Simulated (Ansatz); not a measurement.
Reaction (ligand exchange at a B–Br bond): `C[B](Br)[SnH3]` + H–F → `C[B](F)[SnH3]` + HBr

Gas-phase electronic energies from Ansatz, PBE0-D4/def2-TZVP geometries. CBS: MP2 limit from def2 TZ/QZ plus the TZ coupled-cluster correction, frozen cores. This one scheme is used for every species. Functionals use def2-TZVPP. B3LYP here is the variant with VWN-RPA as its local correlation; programs differ in this. Elements past krypton have def2 core potentials. For Br, Sn outer-core shells are correlated without core-valence functions, which leaves a few kJ/mol of doubt a bond. Scalar relativity is left out up to krypton.

(1) Is it downhill or uphill in electronic energy at CCSD(T)/CBS, and by how much? (Estimate.)

(2) What do these levels give: PBE0-D4, B3LYP-D4, ωB97X-V, ωB97M-V, PBE, PBE0, B3LYP, MP2/def2-TZVPP, SCS-MP2/def2-TZVPP, MP2/def2-QZVPP, HF/CBS(def2), CCSD/CBS(def2)? (An estimate is asked.)

Largest T1 diagnostic among the species: 0.014.

Answers

(1) Ansatz gave: Downhill: ΔE = -42.3 kJ/mol.

(2) Computed: PBE0-D4 -49.0, B3LYP-D4 -59.5, ωB97X-V -58.8, ωB97M-V -58.5, PBE -55.6, PBE0 -53.6, B3LYP -68.1, MP2/def2-TZVPP -38.8, SCS-MP2/def2-TZVPP -47.5, MP2/def2-QZVPP -35.2, HF/CBS(def2) -72.8, CCSD/CBS(def2) -46.0 kJ/mol.

The D4 term adds +8.6 kJ/mol with B3LYP and +4.6 kJ/mol with PBE0; it sums over pairs of atoms, weighted by their polarisabilities, and B3LYP, whose exchange is more repulsive, gets the larger term. In def2-TZVPP, CCSD(T) changes the Hartree–Fock value by +22.5 kJ/mol (the triples alone add +3.7 kJ/mol) and MP2 by +32.9 kJ/mol.
